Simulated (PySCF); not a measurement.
Point-charge models of `O=C[SiH2][Si@H]([SiH3])[SiH2]C[SiH3]` against its computed dipole.

Coordinates (GFN2-xTB, Å) and charges (e) from the PBE0/pcSseg-1 density (PySCF):

| atom | x | y | z | Mulliken | IAO | Hirshfeld | ESP-fitted |
| --- | --- | --- | --- | --- | --- | --- | --- |
| O1 | -1.902 | 1.239 | 1.746 | -0.3423 | -0.3708 | -0.1839 | -0.3969 |
| C2 | -2.701 | 1.810 | 1.038 | +0.0047 | +0.0162 | +0.0478 | +0.2771 |
| Si3 | -2.845 | 1.311 | -0.803 | +0.3574 | +0.4027 | +0.2296 | +0.2785 |
| Si4 | -1.144 | -0.274 | -0.789 | -0.3333 | -0.0014 | +0.0812 | -0.0863 |
| Si5 | -1.736 | -2.132 | 0.494 | +0.2720 | +0.3211 | +0.2132 | +0.2655 |
| Si6 | 0.926 | 0.661 | -0.233 | +0.4539 | +0.4999 | +0.2469 | +0.3540 |
| C7 | 2.286 | -0.654 | -0.461 | -0.8636 | -0.8083 | -0.2435 | -0.4026 |
| Si8 | 4.051 | -0.103 | -0.027 | +0.5040 | +0.6111 | +0.3155 | +0.4089 |
| H9 | -3.332 | 2.606 | 1.481 | +0.1026 | +0.1074 | +0.0395 | +0.0226 |
| H10 | -2.757 | 2.579 | -1.541 | -0.0389 | -0.0879 | -0.0685 | -0.0914 |
| H11 | -4.256 | 0.924 | -0.954 | -0.0370 | -0.0876 | -0.0690 | -0.0883 |
| H12 | -1.064 | -0.744 | -2.202 | +0.0200 | -0.0810 | -0.0835 | -0.0490 |
| H13 | -1.482 | -1.931 | 1.919 | -0.0355 | -0.0893 | -0.0715 | -0.0608 |
| H14 | -0.986 | -3.331 | 0.101 | -0.0564 | -0.0981 | -0.0750 | -0.0874 |
| H15 | -3.154 | -2.485 | 0.353 | -0.0575 | -0.0953 | -0.0735 | -0.0764 |
| H16 | 1.266 | 1.812 | -1.090 | -0.0491 | -0.1076 | -0.0789 | -0.1060 |
| H17 | 0.982 | 1.145 | 1.148 | -0.0188 | -0.0960 | -0.0752 | -0.0764 |
| H18 | 2.031 | -1.526 | 0.143 | +0.1793 | +0.1603 | +0.0412 | +0.1217 |
| H19 | 2.269 | -0.995 | -1.497 | +0.1748 | +0.1621 | +0.0413 | +0.1143 |
| H20 | 4.115 | 0.291 | 1.381 | -0.0749 | -0.1193 | -0.0769 | -0.1047 |
| H21 | 4.985 | -1.211 | -0.254 | -0.0819 | -0.1174 | -0.0792 | -0.1137 |
| H22 | 4.436 | 1.027 | -0.875 | -0.0793 | -0.1208 | -0.0781 | -0.1027 |

Q: Form Σ q r in debye for every column and set it beside the full dipole.

A: The full density gives (-1.05, 0.40, -1.34) D, 1.75 D in size; dipole vectors point from the negative to the positive end.

```tsv
scheme	μx	μy	μz	size (D)	share of the full size (%)	angle to the full dipole (°)
Mulliken	-0.86	1.60	-1.50	2.35	134	30
IAO	-1.09	1.20	-2.19	2.72	155	17
Hirshfeld	-0.71	0.62	-0.96	1.34	77	14
ESP-fitted	-1.05	0.42	-1.32	1.74	99	1
```

Q: Which set comes closest?

A: Length of the difference vector: ESP-fitted 0.02 D, Hirshfeld 0.55 D, IAO 1.16 D, Mulliken 1.22 D. Closest: ESP-fitted. The schemes that divide the density aren't constrained to reproduce the dipole.

Q: What is left for the Hirshfeld atoms' own dipoles?

A: The shares of the density sum to the whole, so what Σ q r misses lies in dipoles about the nuclei. The atomic dipoles sum to (-1.05, 0.40, -1.34) − (-0.71, 0.62, -0.96) = (-0.34, -0.22, -0.38) D, 0.55 D in size.

Q: With the origin at the mean of the coordinates, (0.000, 0.001, -0.042) Å, which are the largest single terms, by size, of the IAO dipole along the direction of the full one?

A: Si8 -7.23, Si3 +5.01, C7 +4.66, H20 +2.00, H21 +1.75 D; all 22 atoms together +2.60 D. The single terms depend on the origin, their sum doesn't.

Q: Give the size of the full dipole in other units.

A: 1.75 D = 0.690 au = 0.365 e·Å = 5.85 × 10⁻³⁰ C·m.

One conformer (not necessarily the lowest) at the GFN2-xTB geometry, without solvent, vibrations or thermal averaging. GFN2-xTB frequencies show an imaginary mode (26i cm⁻¹), so this geometry is no minimum at that level.

These values come from a run that also computed NMR shieldings. Hardware: an Intel Xeon with one thread, no GPU, shared host. Cost: 54 s, 1.1 GiB resident at most.

Conformer computed: `[O:1]=[CH:2][SiH2:3][Si@H:4]([SiH3:5])[SiH2:6][CH2:7][SiH3:8]`: O1–C2–Si3–Si4 -3°, C2–Si3–Si4–Si5 68°, Si3–Si4–Si6–C7 -173°, Si4–Si6–C7–Si8 -179°.
